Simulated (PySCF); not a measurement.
PySCF input file for CH₆SSn, SMILES C[S][SnH3], TDA-M06-2X/def2-SVPD. Geometry: B3LYP-D3(BJ)/def2-SVP. The def2 effective core potentials stand for the cores of Sn; spin–orbit coupling is left out.

```python
import numpy as np
from pyscf import gto, scf, dft, tdscf

mol = gto.M(
    atom='''
    Sn    0.05975860    0.82927505    0.00000000
    S    -0.76156701   -1.46780461   -0.00000000
    C     0.83901108   -2.37372056    0.00000000
    H    -1.33220415    1.83080706   -0.00000000
    H     1.01996692    1.09189438    1.40528680
    H     1.01996693    1.09189438   -1.40528680
    H     1.43283171   -2.15342653   -0.89917396
    H     0.58968233   -3.44429821    0.00000000
    H     1.43283171   -2.15342653    0.89917396
    ''',
    basis='def2-SVPD',
    ecp={'Sn': 'def2-svp'},
    charge=0,
    spin=0,
    symmetry=True,
    max_memory=1600,
    verbose=4,
)
mf = dft.RKS(mol, xc='m06-2x').density_fit(auxbasis='def2-universal-jkfit')
mf.grids.level = 4
mf.conv_tol = 1e-9
mf.max_cycle = 100
mf.kernel()
mf.grids = dft.Grids(mol).set(level=2).build(with_non0tab=True)  # coarser grid for the response kernel
td = tdscf.TDA(mf)
td.singlet = True
td.nstates = 10
td.conv_tol = 1e-4
td.kernel(x0=td.get_init_guess(mf, 15))
td.analyze()
tt = tdscf.TDA(mf)
tt.singlet = False
tt.nstates = 4
tt.conv_tol = 1e-4
tt.kernel(x0=tt.get_init_guess(mf, 9))
tt.analyze(verbose=3)
```

Log of the run:

```
PySCF version 2.14.0

[INPUT] verbose = 4
[INPUT] num. atoms = 9
[INPUT] num. electrons = 50
[INPUT] charge = 0
[INPUT] spin (= nelec alpha-beta = 2S) = 0
[INPUT] symmetry True subgroup None
[INPUT] Mole.unit = angstrom
[INPUT] Symbol           X                Y                Z      unit          X                Y                Z       unit  Magmom
[INPUT]  1 Sn     0.059758600000   0.829275050000   0.000000000000 AA    0.112927387587   1.567102726435   0.000000000000 Bohr   0.0
[INPUT]  2 S     -0.761567010000  -1.467804610000   0.000000000000 AA   -1.439153074404  -2.773748717274   0.000000000000 Bohr   0.0
[INPUT]  3 C      0.839011080000  -2.373720560000   0.000000000000 AA    1.585501156676  -4.485681754649   0.000000000000 Bohr   0.0
[INPUT]  4 H     -1.332204150000   1.830807060000   0.000000000000 AA   -2.517500985509   3.459723930320   0.000000000000 Bohr   0.0
[INPUT]  5 H      1.019966920000   1.091894380000   1.405286800000 AA    1.927458134916   2.063381335152   2.655607178466 Bohr   0.0
[INPUT]  6 H      1.019966930000   1.091894380000  -1.405286800000 AA    1.927458153813   2.063381335152  -2.655607178466 Bohr   0.0
[INPUT]  7 H      1.432831710000  -2.153426530000  -0.899173960000 AA    2.707659514492  -4.069386371072  -1.699192522741 Bohr   0.0
[INPUT]  8 H      0.589682330000  -3.444298210000   0.000000000000 AA    1.114338104195  -6.508780308230   0.000000000000 Bohr   0.0
[INPUT]  9 H      1.432831710000  -2.153426530000   0.899173960000 AA    2.707659514492  -4.069386371072   1.699192522741 Bohr   0.0

nuclear repulsion = 186.487791020073
point group symmetry = Cs
symmetry origin: [-5.57226936e-09 -1.69590806e-09  0.00000000e+00]
symmetry axis x: [ 1.00000000e+00  9.23940778e-10 -8.55608024e-10]
symmetry axis y: [ 9.23940778e-10 -1.00000000e+00  3.15343410e-17]
symmetry axis z: [8.55608024e-10 2.37033365e-17 1.00000000e+00]
num. orbitals of irrep A' = 83
num. orbitals of irrep A" = 44
number of shells = 55
number of NR pGTOs = 202
number of NR cGTOs = 127
basis = def2-SVPD
ecp = {'Sn': 'def2-svp'}


[settings echo left out]
init E= -630.531009830144
HOMO (A") = -0.594758467069955  LUMO (A') = -0.504445308934284  gap/eV = 2.45755
cycle= 1 E= -652.478329134298  delta_E= -21.9  |g|= 2.41  |ddm|= 8.29
HOMO (A") = -0.107353211816418  LUMO (A') = -0.0427232767702585  gap/eV = 1.75867
cycle= 2 E= -652.795971480636  delta_E= -0.318  |g|= 2.36  |ddm|= 7.56
HOMO (A") = -0.276888081430346  LUMO (A') = 0.00252382447597462  gap/eV = 7.60319
cycle= 3 E= -653.923529676666  delta_E= -1.13  |g|= 0.103  |ddm|= 2.75
HOMO (A") = -0.294103811664357  LUMO (A') = -0.00278900306054361  gap/eV = 7.92708
cycle= 4 E= -653.927131057806  delta_E= -0.0036  |g|= 0.0569  |ddm|= 0.28
HOMO (A") = -0.289159660314137  LUMO (A') = -0.000447456471680132  gap/eV = 7.85626
cycle= 5 E= -653.927912163398  delta_E= -0.000781  |g|= 0.0191  |ddm|= 0.102
HOMO (A") = -0.289568704088929  LUMO (A') = 0.000200331963326349  gap/eV = 7.88502
cycle= 6 E= -653.928029299711  delta_E= -0.000117  |g|= 0.00423  |ddm|= 0.0327
HOMO (A") = -0.289963760994418  LUMO (A') = 0.00017188675583314  gap/eV = 7.89499
cycle= 7 E= -653.928035385033  delta_E= -6.09e-06  |g|= 0.00132  |ddm|= 0.0083
HOMO (A") = -0.289626963204719  LUMO (A') = 0.000165723477723422  gap/eV = 7.88566
cycle= 8 E= -653.928036070325  delta_E= -6.85e-07  |g|= 0.000301  |ddm|= 0.00288
HOMO (A") = -0.289696990845459  LUMO (A') = 0.000133301870401571  gap/eV = 7.88668
cycle= 9 E= -653.928036112147  delta_E= -4.18e-08  |g|= 8.89e-05  |ddm|= 0.000856
HOMO (A") = -0.289673291838703  LUMO (A') = 0.000139224880368159  gap/eV = 7.88620
cycle= 10 E= -653.928036116026  delta_E= -3.88e-09  |g|= 1.59e-05  |ddm|= 0.000259
HOMO (A") = -0.289674721298733  LUMO (A') = 0.000138376965550742  gap/eV = 7.88622
cycle= 11 E= -653.928036116179  delta_E= -1.53e-10  |g|= 3.37e-06  |ddm|= 5.06e-05
HOMO (A") = -0.289674590964626  LUMO (A') = 0.000138126399981525  gap/eV = 7.88621
Extra cycle  E= -653.92803611619  delta_E= -1.09e-11  |g|= 1.36e-06  |ddm|= 1.21e-05
converged SCF energy = -653.92803611619
tot grids = 69232


******** <class 'pyscf.tdscf.rks.TDA'> for <class 'pyscf.df.df_jk.DFSymAdaptedRKS'> ********
nstates = 10 singlet
deg_eia_thresh = 1.000e-03
wfnsym = None
conv_tol = 0.0001
eigh lindep = 1e-12
eigh level_shift = 0
eigh max_cycle = 100


Excitation energies (eV)
[4.87216211 5.73101951 6.112065   6.557281   6.74611872 7.03462278
 7.18516903 7.22287236 7.48168118 7.61526994]

** Singlet excitation energies and oscillator strengths **
Excited State   1:   A"      4.87216 eV    254.47 nm  f=0.0135
      25 -> 26       -0.64320
      25 -> 27        0.15881
      25 -> 28       -0.11082
      25 -> 33        0.16398
Excited State   2:   A"      5.73102 eV    216.34 nm  f=0.0043
      25 -> 27        0.13744
      25 -> 28        0.61902
      25 -> 31       -0.10411
      25 -> 34        0.19567
      25 -> 37        0.12764
      25 -> 39        0.10517
Excited State   3:   A"      6.11207 eV    202.85 nm  f=0.0000
      25 -> 26        0.15337
      25 -> 27        0.66350
      25 -> 28       -0.10953
Excited State   4:   A'      6.55728 eV    189.08 nm  f=0.1009
      24 -> 26        0.46992
      24 -> 27       -0.11140
      25 -> 29       -0.45695
      25 -> 35       -0.15660
Excited State   5:   A"      6.74612 eV    183.79 nm  f=0.0000
      25 -> 28       -0.11633
      25 -> 30       -0.45013
      25 -> 31       -0.49269
      25 -> 37        0.10355
Excited State   6:   A"      7.03462 eV    176.25 nm  f=0.0189
      25 -> 28        0.10059
      25 -> 30       -0.51638
      25 -> 31        0.40982
      25 -> 33        0.16937
Excited State   7:   A'      7.18517 eV    172.56 nm  f=0.2319
      24 -> 26        0.25442
      24 -> 27       -0.25784
      24 -> 28       -0.47245
      24 -> 31        0.13395
      24 -> 34       -0.15017
      25 -> 29        0.22993
      25 -> 32        0.14201
Excited State   8:   A'      7.22287 eV    171.65 nm  f=0.0745
      23 -> 26       -0.13361
      24 -> 26       -0.18035
      24 -> 27        0.33189
      24 -> 28       -0.40015
      24 -> 34       -0.11915
      25 -> 29       -0.36680
Excited State   9:   A'      7.48168 eV    165.72 nm  f=0.1608
      24 -> 26       -0.23339
      24 -> 27       -0.47568
      25 -> 29       -0.18711
      25 -> 32       -0.37176
      25 -> 35        0.14437
Excited State  10:   A'      7.61527 eV    162.81 nm  f=0.0096
      23 -> 26       -0.58739
      23 -> 27        0.14087
      24 -> 27       -0.15575
      24 -> 28        0.10753
      25 -> 32        0.22188

** Transition electric dipole moments (AU) **
state          X           Y           Z        Dip. S.      Osc.
  1        -0.0000     -0.0000      0.3365      0.1132      0.0135
  2         0.0000      0.0000      0.1746      0.0305      0.0043
  3         0.0000      0.0000     -0.0017      0.0000      0.0000
  4        -0.3196     -0.7254     -0.0000      0.6283      0.1009
  5         0.0000      0.0000     -0.0075      0.0001      0.0000
  6        -0.0000      0.0000     -0.3310      0.1096      0.0189
  7        -0.5414     -1.0119     -0.0000      1.3171      0.2319
  8         0.1227      0.6373     -0.0000      0.4213      0.0745
  9         0.5030      0.7899     -0.0000      0.8770      0.1608
 10         0.1335     -0.1831     -0.0000      0.0514      0.0096

WARN: ECP detected. Skipping calculation of transition velocity and magnetic dipole moments, which have not yet been implemented.



******** <class 'pyscf.tdscf.rks.TDA'> for <class 'pyscf.df.df_jk.DFSymAdaptedRKS'> ********
nstates = 4 triplet
deg_eia_thresh = 1.000e-03
wfnsym = None
conv_tol = 0.0001
eigh lindep = 1e-12
eigh level_shift = 0
eigh max_cycle = 100


Excitation energies (eV)
[4.54193362 5.29066962 5.61428848 6.01535256]

** Triplet excitation energies and oscillator strengths **
Excited State   1:   A"      4.54193 eV    272.98 nm  f=0.0000
Excited State   2:   A"      5.29067 eV    234.35 nm  f=0.0000
Excited State   3:   A'      5.61429 eV    220.84 nm  f=0.0000
Excited State   4:   A"      6.01535 eV    206.11 nm  f=0.0000
```

The run converged.

Cost: around 4 core-minutes (rough).
